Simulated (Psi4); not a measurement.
hexachlorodisiloxane (Cl6OSi2), singlet, at a GFN2-xTB geometry.

Psi4 was given this input:
```
memory 2 GB

molecule {
0 1
Cl    2.25161787    0.11558785   -1.77772796
Si    1.56528168    0.36778438    0.07993072
Cl    2.56435863   -0.72295361    1.41720803
Cl    1.47891432    2.29790753    0.58709745
O     0.04941703   -0.20957542    0.10145374
Si   -1.55065934   -0.42979707   -0.04991088
Cl   -2.08761438    0.28356227   -1.83676581
Cl   -2.41439682    0.57475041    1.44354087
Cl   -1.82817662   -2.39916145    0.09418226
}

set {
  basis cc-pvdz
}

energy('r2scan')
print_variables()
```

Task: What does this run give for the number of basis functions, total energy, nuclear repulsion energy, dipole moment?

Result: 
```yaml
number_of_basis_functions: 158
total_energy: -3415.5658 Eh
nuclear_repulsion_energy: 1360.8657 Eh
dipole_moment: 0.08 D
```
